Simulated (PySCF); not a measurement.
Zn(SH)(OSiH3) (H₄OSSiZn), SMILES [SiH3][O][Zn][SH].

Coordinates come from a PBE-D3(BJ)/def2-SVP optimisation. Other conformers were not sampled.

Calculation: PBE-D3(BJ)/def2-SVP (PySCF).

Frequencies are harmonic and unscaled.

Computed normal modes with their intensities:
| mode | ν (cm⁻¹) | IR (km/mol) | moving atoms (share of kinetic energy) |
|---|---|---|---|
| 1 | 29 | 5.9 | H 93 % |
| 2 | 45 | 9.8 | H 74 %, S 9 % |
| 3 | 60 | 1.5 | S 30 %, Zn 26 %, Si 26 %, H 10 %, O 8 % |
| 4 | 113 | 15.7 | O 41 %, Zn 38 %, S 14 % |
| 5 | 142 | 10.1 | Zn 34 %, O 31 %, Si 20 %, S 9 % |
| 6 | 358 | 3.9 | S 64 %, O 19 % |
| 7 | 532 | 25.1 | Zn 39 %, O 26 %, Si 19 %, H 10 % |
| 8 | 636 | 2.6 | H 93 % |
| 9 | 697 | 51.9 | H 84 %, Si 9 % |
| 10 | 712 | 51.8 | H 79 %, O 11 %, Si 10 % |
| 11 | 908 | 71.3 | H 96 % |
| 12 | 917 | 68.5 | H 96 % |
| 13 | 978 | 689.2 | O 59 %, Si 28 %, H 12 % |
| 14 | 979 | 58.7 | H 81 %, O 18 % |
| 15 | 2117 | 179.9 | H 96 % |
| 16 | 2122 | 123.6 | H 98 % |
| 17 | 2163 | 153.6 | H 97 % |
| 18 | 2603 | 1.3 | H 97 % |
